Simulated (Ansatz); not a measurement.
Reaction (redistribution): `[NH2][SbH][OH]` + `C[N]=[Nb]([CH3])([NH2])[F]` → `[CH3][Sb]([NH2])[OH]` + `[CH3][Nb](=[NH])([NH2])[F]`

Computed with Ansatz on PBE0-D4/def2-TZVP structures; ΔE is electronic, products minus reactants. CCSD(T)/CBS is the MP2 limit (def2-TZVPP, def2-QZVPP) plus CCSD(T) − MP2 in def2-TZVPP, frozen cores. DFT in def2-TZVPP. B3LYP here is the variant with VWN-RPA as its local correlation; programs differ in this. HSE06 is defined as in plane-wave codes. def2 core potentials past Kr. For Nb, Sb outer-core shells are correlated without core-valence functions, which leaves a few kJ/mol of doubt a bond. Each species was taken in one conformer, which may not be the lowest.

`[NH2][SbH][OH]`:

Z-matrix (Å, degrees):
```
N
Sb 1 2.009
H 1 1.008 2 119.1
H 1 1.008 2 116.3 3 -137.1
O 2 1.970 1 97.6 3 -79.8
H 2 1.715 1 96.2 3 9.6
H 5 0.961 2 111.0 1 -87.2
```

`C[N]=[Nb]([CH3])([NH2])[F]`:

Cartesian coordinates in Å:
```
C 1.253 2.042 0.602
N 0.585 0.796 0.480
Nb -0.314 -0.696 0.510
C -1.851 -0.368 -0.977
N 0.933 -2.031 -0.218
F -1.115 -1.082 2.186
H 0.958 2.721 -0.206
H 1.025 2.529 1.557
H 2.339 1.906 0.544
H -2.445 -1.280 -1.116
H -2.521 0.429 -0.635
H -1.442 -0.070 -1.944
H 1.875 -1.875 -0.543
H 0.722 -3.021 -0.238
```

`[CH3][Sb]([NH2])[OH]`:

Cartesian coordinates in Å:
```
C -1.136 -0.548 -0.813
Sb 0.897 -0.647 -0.165
N 1.161 1.330 0.103
O 0.250 -1.059 1.653
H -1.689 0.042 -0.081
H -1.198 -0.082 -1.798
H -1.561 -1.551 -0.858
H 0.352 1.933 0.054
H 1.949 1.748 -0.367
H 0.976 -1.167 2.272
```

`[CH3][Nb](=[NH])([NH2])[F]`:

Z-matrix (Å, degrees):
```
C
Nb 1 2.158
H 1 1.097 2 110.0
H 1 1.092 2 112.4 3 121.3
H 1 1.096 2 109.2 3 -118.9
N 2 1.744 1 103.9 3 -175.2
N 2 1.961 1 106.5 3 -64.5
F 2 1.891 1 108.8 3 61.3
H 6 1.009 2 169.2 1 -113.5
H 7 1.012 2 122.9 1 76.5
H 7 1.008 2 126.7 1 -109.0
```

```
             level  ΔE (kJ/mol)  difference from CCSD(T)/CBS
       LDA (SPW92)        -38.4                         15.8
            PBE-D4        -42.1                         12.1
         revPBE-D4        -41.9                         12.3
           BLYP-D4        -42.6                         11.6
         r2SCAN-D4        -47.1                          7.1
            B97M-V        -42.1                         12.1
           PBE0-D4        -43.6                         10.6
          B3LYP-D4        -43.5                         10.7
        r2SCANh-D4        -47.3                          6.9
        r2SCAN0-D4        -47.5                          6.7
          HSE06-D4        -43.2                         11.0
          BHLYP-D4        -45.1                          9.1
      CAM-B3LYP-D4        -44.2                         10.0
           ωB97X-V        -47.2                          7.0
           ωB97M-V        -51.5                          2.7
            B2PLYP        -42.9                         11.3
          PBE-QIDH        -44.3                          9.9
               PBE        -40.7                         13.5
            revPBE        -39.7                         14.5
              BLYP        -39.2                         15.0
            r2SCAN        -47.2                          7.0
             B3LYP        -40.8                         13.4
           r2SCANh        -47.3                          6.9
           r2SCAN0        -47.4                          6.8
         CAM-B3LYP        -43.1                         11.1
           LC-ωPBE        -46.9                          7.3
RPA@PBE/def2-TZVPP        -44.9                          9.3
       HF/def2-SVP        -28.2                         26.0
      MP2/def2-SVP        -24.6                         29.6
     CCSD/def2-SVP        -26.1                         28.1
  CCSD(T)/def2-SVP        -25.3                         28.9
     HF/def2-TZVPP        -41.8                         12.4
    MP2/def2-TZVPP        -45.9                          8.3
SCS-MP2/def2-TZVPP        -42.8                         11.4
   CCSD/def2-TZVPP        -47.8                          6.4
CCSD(T)/def2-TZVPP        -47.9                          6.3
     HF/def2-QZVPP        -42.5                         11.7
SCS-MP2/def2-QZVPP        -46.5                          7.7
      HF/CBS(def2)        -42.6                         11.6
    CCSD/CBS(def2)        -54.2                          0.0
       CCSD(T)/CBS        -54.2                            0
```

Largest T1 diagnostic among the species: 0.020, so the coupled-cluster value is less sure than usual.

In def2-TZVPP, CCSD(T) changes the Hartree–Fock value by −6.1 kJ/mol (the triples alone add −0.1 kJ/mol) and MP2 by −4.0 kJ/mol. At CCSD(T), def2-SVP lies +28.9 kJ/mol from the extrapolated value and def2-TZVPP +6.3 kJ/mol.
